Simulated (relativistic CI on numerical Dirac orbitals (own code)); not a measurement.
## Pd³⁺: resonant inelastic scattering at the L2,3 edge

Computed with this model: Dirac-Coulomb-Breit CI, orbitals from a KLI potential per configuration, model QED (radiative potential, 1s self-energy scaled to tabulated hydrogen-like ionisation energies), valence Slater integrals scaled by 0.8, Kramers-Heisenberg scattering through one core-hole configuration in a parametric crystal field; configurations [Kr] 4d7 → [He] 2s2 2p5 3s2 3p6 3d10 4s2 4p6 4d8; 300 K; core-hole width 1.6 eV; summed over polarisations. Incident energies are the highest absorption maxima for each field (at most a few, so the weaker spin-orbit partner edge can be absent), on the computed scale of the free ion. Intensities are in per cent of the strongest line above 0.02 eV; levels within 1 cm⁻¹ are merged; final levels count from the ground level, the first row holds all elastic scattering, lines under 0.4 are left out and each table stops after 24 rows. The scale of the Slater integrals is a model choice and moves the terms in proportion.

Field parameters in Wybourne normalisation: D3d B²₀ = −7Dσ, B⁴₀ = −14Dq − 21Dτ, B⁴₃ = −14√(10/7) Dq. The field is a parameter set, without covalency.

S is read from ⟨S²⟩ = S(S + 1).

D3d, 10Dq = 32300, Dσ = -1200, Dτ = -290 cm⁻¹:

| Final level (eV) | Degeneracy | Irrep | S | 3177.7 eV | 3178.8 eV | 3336.2 eV |
| --- | --- | --- | --- | --- | --- | --- |
| 0.000 | 2 | Γ4 | 0.52 | 328.6 | 463.4 | 58.7 |
| 0.009 | 2 | Γ5+Γ6 | 0.53 | 79.1 | 78.0 | 19.1 |
| 1.520 | 2 | Γ4 | 1.50 | 11.8 | 4.3 | 2.0 |
| 1.549 | 2 | Γ5+Γ6 | 1.49 | 23.2 | 8.9 | 4.5 |
| 2.049 | 2 | Γ4 | 1.49 | 22.9 | 9.3 | 1.5 |
| 2.163 | 2 | Γ4 | 1.49 | 19.4 | 8.1 | 3.9 |
| 2.243 | 2 | Γ5+Γ6 | 1.49 | 23.9 | 9.1 | 6.0 |
| 2.320 | 2 | Γ4 | 1.49 | 21.6 | 8.7 | 5.6 |
| 3.263 | 2 | Γ4 | 0.53 | 72.1 | 67.7 | 6.7 |
| 3.402 | 2 | Γ5+Γ6 | 0.52 | 38.5 | 100.0 | 14.2 |
| 3.429 | 2 | Γ4 | 0.52 | 30.2 | 60.1 | 22.6 |
| 3.743 | 2 | Γ4 | 0.52 | 22.7 | 67.9 | 22.4 |
| 3.815 | 2 | Γ5+Γ6 | 0.52 | 56.4 | 67.4 | 13.6 |
| 3.918 | 2 | Γ4 | 0.52 | 48.0 | 38.1 | 23.0 |
| 4.301 | 2 | Γ5+Γ6 | 0.52 | 48.1 | 37.2 | 13.9 |
| 4.400 | 2 | Γ4 | 0.52 | 33.9 | 51.7 | 26.1 |
| 4.486 | 2 | Γ4 | 0.51 | 21.3 | 38.3 | 27.3 |
| 5.403 | 2 | Γ4 | 1.49 | 0.5 | 0.6 | 0.1 |
| 5.578 | 2 | Γ4 | 1.47 | 1.0 | 1.6 | 0.4 |
| 5.620 | 2 | Γ4 | 0.63 | 8.3 | 24.6 | 11.0 |
| 5.700 | 2 | Γ4 | 1.48 | 0.2 | 0.4 | 0.1 |
| 5.761 | 2 | Γ4 | 1.44 | 0.6 | 1.6 | 0.7 |
| 5.965 | 2 | Γ4 | 0.56 | 5.5 | 15.6 | 8.2 |
| 6.072 | 2 | Γ5+Γ6 | 0.56 | 3.8 | 11.1 | 9.6 |

D3d, 10Dq = 32300, Dσ = -860, Dτ = -290 cm⁻¹:

```
Final level (eV)  Degeneracy  Irrep     S  3177.7 eV  3178.8 eV  3336.2 eV
           0.000           2     Γ4  0.52      335.7      471.4       61.2
           0.003           2  Γ5+Γ6  0.53       72.2       71.2       17.4
           1.569           2     Γ4  1.50       11.7        4.2        1.8
           1.602           2  Γ5+Γ6  1.49       24.2        9.3        4.4
           2.015           2     Γ4  1.49       23.4        9.5        1.6
           2.133           2     Γ4  1.49       19.1        7.9        4.1
           2.208           2  Γ5+Γ6  1.49       23.7        9.0        6.2
           2.278           2     Γ4  1.49       20.9        8.5        5.6
           3.317           2     Γ4  0.52       70.1       73.6        6.3
           3.437           2  Γ5+Γ6  0.52       39.4      100.0       12.4
           3.473           2     Γ4  0.52       33.5       60.2       21.9
           3.740           2     Γ4  0.52       22.1       63.9       23.9
           3.777           2  Γ5+Γ6  0.52       58.2       70.1       14.8
           3.874           2     Γ4  0.51       48.1       38.5       23.1
           4.280           2  Γ5+Γ6  0.52       47.5       40.3       15.5
           4.363           2     Γ4  0.52       33.6       49.9       25.6
           4.456           2     Γ4  0.51       21.1       35.5       27.8
           5.433           2     Γ4  1.49        0.5        0.6        0.1
           5.582           2     Γ4  1.48        0.9        1.3        0.3
           5.632           2     Γ4  0.63        8.0       23.2       10.7
           5.754           2     Γ4  1.44        0.7        1.7        0.7
           5.948           2     Γ4  0.55        5.6       15.9        8.7
           6.049           2  Γ5+Γ6  0.55        4.0       11.6        9.5
           6.663           2     Γ4  1.47        0.6        0.4        0.1
```

D3d, 10Dq = 32300, Dσ = -510, Dτ = -290 cm⁻¹:

```
Final level (eV)  Degeneracy  Irrep     S  3177.7 eV  3178.8 eV  3336.2 eV
           0.000           2  Γ5+Γ6  0.53      333.1      468.1       61.1
           0.003           2     Γ4  0.52       70.6       69.5       17.0
           1.620           2     Γ4  1.50       11.3        3.9        1.6
           1.660           2  Γ5+Γ6  1.49       24.8        9.6        4.1
           1.986           2     Γ4  1.49       23.7        9.7        1.8
           2.110           2     Γ4  1.49       18.5        7.6        4.2
           2.177           2  Γ5+Γ6  1.49       23.4        8.8        6.3
           2.240           2     Γ4  1.49       19.9        8.2        5.5
           3.371           2     Γ4  0.52       66.5       79.7        5.7
           3.472           2  Γ5+Γ6  0.52       40.7      100.0       10.0
           3.520           2     Γ4  0.52       36.8       57.8       20.9
           3.740           2     Γ4  0.52       21.4       59.0       25.2
           3.747           2  Γ5+Γ6  0.52       58.7       70.6       16.1
           3.834           2     Γ4  0.51       47.1       38.4       22.9
           4.267           2  Γ5+Γ6  0.52       46.3       43.1       17.1
           4.331           2     Γ4  0.52       33.0       47.3       24.6
           4.434           2     Γ4  0.51       20.7       32.7       27.7
           5.468           2     Γ4  1.49        0.5        0.5        0.1
           5.589           2     Γ4  1.49        0.8        1.0        0.2
           5.648           2     Γ4  0.64        7.5       21.6       10.1
           5.750           2     Γ4  1.43        0.8        1.9        0.8
           5.937           2     Γ4  0.55        5.6       15.9        9.1
           6.029           2  Γ5+Γ6  0.55        4.1       12.0        9.3
           6.719           2     Γ4  1.47        0.6        0.3        0.1
```

For the first field the strongest loss at the lowest incident energy is the level at 3.26 eV (S = 0.53, against 0.53 in the thermal ground state). Levels of other spin, the first over 8 % at 1.52 eV, appear because spin-orbit coupling of the core hole, and in heavier ions of the valence shell too, mixes spins.
